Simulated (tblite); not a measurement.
Isomers of C6H7FO. Computed with GFN2-xTB (tblite): harmonic, unscaled wavenumbers at the GFN2-xTB geometry, gas phase. This tight-binding method is rough: wavenumbers can miss measured ones by several per cent, in bad cases by 10 to 20. One conformer each.

Electronic energies: GFN2-xTB at the same geometries; isomer energies are rough at this level and their order can be wrong.

| SMILES | electronic energy, lowest = 0 (kcal/mol) |
| --- | --- |
| C=C[C@H]1COC=C1F | 4.6 |
| C=C[C@@H]1CC(F)=CO1 | 4.0 |
| C#CC(=O)[C@@H](C)CF | 24.3 |
| C=C/C=C(\C)C(=O)F | 0.0 |
| C#C/C(C)=C(\F)OC | 26.2 |

Q: How do GFN2-xTB zero-point energies change the relative energies?

A: 
| SMILES | ZPE (kcal/mol) | of it from modes above 1550 cm⁻¹ | electronic (kcal/mol) | with ZPE, lowest = 0 (kcal/mol) | lowest mode (cm⁻¹) | rings |
| --- | --- | --- | --- | --- | --- | --- |
| C=C/C=C(\C)C(=O)F | 70.6 | 38.0 | 0.0 | 0.0 | 58 | 0 |
| C=C[C@@H]1CC(F)=CO1 | 71.8 | 35.4 | 4.0 | 5.2 | 54 | 1 |
| C=C[C@H]1COC=C1F | 71.9 | 35.4 | 4.6 | 6.0 | 59 | 1 |
| C#CC(=O)[C@@H](C)CF | 70.4 | 36.2 | 24.3 | 24.2 | 38 | 0 |
| C#C/C(C)=C(\F)OC | 69.5 | 36.4 | 26.2 | 25.2 | 35 | 0 |

The zero-point energies span 2.4 kcal/mol, from `C#C/C(C)=C(\F)OC` to `C=C[C@H]1COC=C1F`. The order is unchanged.

Q: What do entropy and thermal enthalpy add at 298.15 K and 1 bar (rigid rotor, harmonic oscillator, one conformer each)?

A: 
```
             SMILES  point group  symmetry number  S (cal/(mol K))  H − H(0) (kcal/mol)  ZPE + H − H(0) − TS (kcal/mol)
  C=C/C=C(\C)C(=O)F           Cs                1             92.7                 6.16                            49.1
C=C[C@@H]1CC(F)=CO1           C1                1             87.2                 5.38                            51.2
   C=C[C@H]1COC=C1F           C1                1             87.2                 5.40                            51.3
C#CC(=O)[C@@H](C)CF           C1                1             94.7                 6.36                            48.5
   C#C/C(C)=C(\F)OC           Cs                1             97.3                 6.76                            47.3
```
